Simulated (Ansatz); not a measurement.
Consider the formal exchange of groups at the In–H bond: `[Cl][InH][Cl]` + `CCCCCCl` → `C[CH2][In]([Cl])[Cl]` + `CCCCl`.

Calculated with Ansatz (gas phase, PBE0-D4/def2-TZVP geometries, no zero-point term in ΔE). CCSD(T)/CBS adds triple-zeta CCSD(T) − MP2 to the extrapolated MP2 energy (def2 sets, frozen cores). Functionals use def2-TZVPP. B3LYP here is the variant with VWN-RPA as its local correlation; programs differ in this. def2 core potentials past Kr. For In outer-core shells are correlated without core-valence functions, which leaves a few kJ/mol of doubt a bond. Each species was taken in one conformer, which may not be the lowest.

```json
{"level": "revPBE-D4", "ΔE (kcal/mol)": "-5.9", "difference from CCSD(T)/CBS": "0.8"}
{"level": "B3LYP-D4", "ΔE (kcal/mol)": "-6.5", "difference from CCSD(T)/CBS": "0.2"}
{"level": "r2SCAN0-D4", "ΔE (kcal/mol)": "-5.1", "difference from CCSD(T)/CBS": "1.6"}
{"level": "PBE", "ΔE (kcal/mol)": "-6.9", "difference from CCSD(T)/CBS": "-0.2"}
{"level": "BLYP", "ΔE (kcal/mol)": "-8.1", "difference from CCSD(T)/CBS": "-1.4"}
{"level": "PBE0", "ΔE (kcal/mol)": "-5.6", "difference from CCSD(T)/CBS": "1.1"}
{"level": "RPA@PBE/def2-TZVPP", "ΔE (kcal/mol)": "-5.6", "difference from CCSD(T)/CBS": "1.1"}
{"level": "CCSD(T)/def2-SVP", "ΔE (kcal/mol)": "-3.2", "difference from CCSD(T)/CBS": "3.5"}
{"level": "HF/def2-TZVPP", "ΔE (kcal/mol)": "-3.1", "difference from CCSD(T)/CBS": "3.6"}
{"level": "SCS-MP2/def2-QZVPP", "ΔE (kcal/mol)": "-7.1", "difference from CCSD(T)/CBS": "-0.4"}
{"level": "CCSD(T)/CBS", "ΔE (kcal/mol)": "-6.7", "difference from CCSD(T)/CBS": "0"}
```

Largest T1 diagnostic among the species: 0.013.

Leaving LDA and LC-ωPBE aside and taking each functional with its dispersion term where it has one, the values, not all of them listed here, spread over 4.2 kcal/mol, from BLYP-D4 to B97M-V. LDA lies +3.0 kcal/mol from PBE without D4. From r2SCAN to r2SCAN0 (25 % exact exchange), in def2-TZVPP and without D4, ΔE moves by +0.9 kcal/mol.
